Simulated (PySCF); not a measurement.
**Germanium: a sound run and one with changed settings**

Sound run: Ge⁺ [Ar] 3d10 4s2 4p1, Ge²⁺ [Ar] 3d10 4s2. All numbers are calculated (PySCF 2.14, scalar relativity by spin-free X2C-1e, in x2c-TZVPall). In the sound run the correlated levels freeze [Ar] 3d10. The sound run starts from symmetry-adapted Hartree-Fock orbitals and uses a fine grid where one is needed.

Changed run: the non-relativistic Hamiltonian (point nucleus). This setting is unsound on purpose.

```
species   method  sound run (hartree)  changed run (hartree)  converged
    Ge⁺      UHF          -2096.77574            -2065.45114        yes
    Ge⁺      LDA          -2095.12838            -2063.83922        yes
    Ge⁺   M06-2X          -2098.49614            -2067.20274        yes
    Ge⁺      MP2          -2096.81237            -2065.48843        yes
    Ge⁺  CCSD(T)          -2096.82651            -2065.50333        yes
   Ge²⁺      UHF          -2096.21719            -2064.89117        yes
   Ge²⁺      LDA          -2094.54589            -2063.25530        yes
   Ge²⁺   M06-2X          -2097.92266            -2066.62785        yes
   Ge²⁺      MP2          -2096.24507            -2064.91986        yes
   Ge²⁺  CCSD(T)          -2096.25571            -2064.93122        yes
```

Ionisation energy of Ge⁺:

```csv
method,sound run (eV),changed run (eV)
UHF,15.199,15.238
LDA,15.850,15.889
M06-2X,15.605,15.643
MP2,15.437,15.472
SCS-MP2,15.426,15.460
CCSD,15.512,15.546
CCSD(T),15.532,15.568
```

Most of the change in total energy is the relativistic energy itself. On top of that the contraction fixes the core shape for the Hamiltonian it was made with, so the changed run is not a good calculation with the other Hamiltonian either.

For comparison, NIST gives 15.935 eV between the lowest levels.
